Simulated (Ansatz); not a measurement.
Reaction (cleavage of the Si–Ga bond): `[NH2][GaH][SiH2][SiH3]` + H₂S → `[SiH3][SiH2]S` + `[NH2][GaH2]`

Isolated molecules relaxed with PBE0-D4/def2-TZVP in Ansatz; ΔE leaves out vibrations. CBS: MP2 limit from def2 TZ/QZ plus the TZ coupled-cluster correction, frozen cores. This one scheme is used for every species. DFT in def2-TZVPP. B3LYP here is the variant with VWN-RPA as its local correlation; programs differ in this. For Ga outer-core shells are correlated without core-valence functions, which leaves a few kJ/mol of doubt a bond. Scalar relativity is left out up to krypton. One conformer a species, not always the lowest.

`[NH2][GaH][SiH2][SiH3]`:

Z-matrix (Å, degrees):
```
Si
Ga 1 2.399
Si 1 2.339 2 110.6
H 1 1.492 2 110.9 3 119.8
H 1 1.492 2 111.3 3 -120.5
N 2 1.816 1 117.0 3 103.5
H 2 1.566 1 127.2 3 -74.5
H 3 1.489 1 109.8 2 -60.4
H 3 1.488 1 112.1 2 179.0
H 3 1.489 1 109.9 2 58.4
H 6 1.006 2 124.2 1 2.7
H 6 1.006 2 123.9 1 -178.9
```

H₂S:

Cartesian coordinates in Å:
```
S 0.436 -0.369 0.240
H -0.863 -0.168 0.509
H 0.427 0.537 -0.749
```

`[SiH3][SiH2]S`:

Z-matrix (Å, degrees):
```
Si
Si 1 2.338
H 1 1.487 2 109.5
H 1 1.486 2 110.0 3 119.9
H 1 1.486 2 110.0 3 -119.8
S 2 2.143 1 106.2 3 -179.6
H 2 1.488 1 110.6 3 60.1
H 2 1.488 1 110.6 3 -59.3
H 6 1.344 2 95.4 1 -179.6
```

`[NH2][GaH2]`:

Cartesian coordinates in Å:
```
N 0.868 -0.182 0.350
Ga -0.783 0.164 -0.316
H 1.037 -0.567 1.263
H 1.723 -0.011 -0.150
H -1.997 -0.166 0.609
H -0.849 0.762 -1.756
```

| species | B3LYP energy (Eh) |
| --- | --- |
| `[NH2][GaH][SiH2][SiH3]` | -2563.56165 |
| H₂S | -399.42676 |
| `[SiH3][SiH2]S` | -980.89903 |
| `[NH2][GaH2]` | -1982.09895 |

Question: Work out ΔE.

Answer: ΔE = (-980.89903) + (-1982.09895) − (-2563.56165) − (-399.42676) = -0.00957 Eh = -6.0 kcal/mol. CCSD(T)/CBS gives -5.6 kcal/mol.

Largest T1 diagnostic among the species: 0.015.

In def2-TZVPP, CCSD(T) changes the Hartree–Fock value by +3.8 kcal/mol (the triples alone add +0.3 kcal/mol) and MP2 by +2.1 kcal/mol. From PBE to PBE0 (25 % exact exchange), in def2-TZVPP and without D4, ΔE moves by −0.9 kcal/mol.
